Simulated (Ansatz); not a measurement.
# Two structures, one formula

The two ends of one reaction step of GeH₂F₄, singlet (PBE0-D4/def2-TZVP).

A:

Ge1  (-0.688, 0.198, 0.402)
H2  (0.288, 0.392, 1.541)
F3  (-0.265, -1.119, -0.631)
F4  (-0.848, 1.545, -0.628)
F5  (-2.263, -0.178, 0.943)
H6  (1.603, -0.735, -0.997)
F7  (2.174, -0.103, -0.630)
(Å)

B:

| atom | x (Å) | y (Å) | z (Å) |
| --- | --- | --- | --- |
| Ge1 | -0.8030 | -0.0307 | -0.7353 |
| H2 | 1.7602 | 0.1135 | 2.1154 |
| F3 | -1.6019 | -1.4158 | -1.2874 |
| F4 | -1.4412 | 1.3335 | -1.5055 |
| F5 | -1.0220 | 0.1146 | 0.9357 |
| H6 | 2.2618 | 0.0404 | 1.5676 |
| F7 | 0.8461 | -0.1554 | -1.0906 |

Ansatz 0.2.0; basis: def2-TZVPP; cores frozen in the correlated methods. Filled d shells of the heavier atoms are correlated. The def2 sets are not built for correlating such inner shells, so the correlated values are less sure here. B3LYP uses VWN-RPA correlation.

Which structure is lower at CCSD(T), and by how much? (To be estimated.)

Computed: B, by 0.105 eV (electronic energy, against the other). By their contacts, A is a complex of GeHF₃ ([F][GeH]([F])[F]) + HF and B is a complex of GeF₄ ([F][Ge]([F])([F])[F]) + H₂.

Do the other methods give the same order? (Judge from chemistry; the calculation decides.)

By the calculation: Not all: SPW92, PBE0-D4 give the other order.

| method | E(B) − E(A) (eV) |
| --- | --- |
| SPW92 | 0.175 |
| PBE-D4 | -0.004 |
| BLYP-D4 | -0.056 |
| r2SCAN-D4 | -0.111 |
| B97M-V | -0.101 |
| PBE0-D4 | 0.004 |
| B3LYP-D4 | -0.033 |
| r2SCAN0-D4 | -0.069 |
| BHLYP-D4 | -0.035 |
| CAM-B3LYP-D4 | -0.017 |
| wB97X-V | -0.077 |
| wB97M-V | -0.041 |
| B2PLYP | -0.087 |
| PBE-QIDH | -0.062 |
| RPA on PBE | -0.128 |
| HF | -0.165 |
| MP2 | -0.133 |
| CCSD | -0.092 |
| CCSD(T) | -0.105 |

The T1 diagnostic stays at or below 0.013.

Labels in which every atom is bracketed show which atoms are joined, not bond orders.

For scale, one of the runs: CCSD(T)/def2-TZVPP, 200 basis functions, launched by `ansatz run in.yaml --threads 4 --pin off --events-out ev --progress --plain --max-ram 9574MiB`. Hardware: 4 CPU threads of an Arm Neoverse V2, shared host. Wall time 2 min; peak host memory 2.9 GiB.
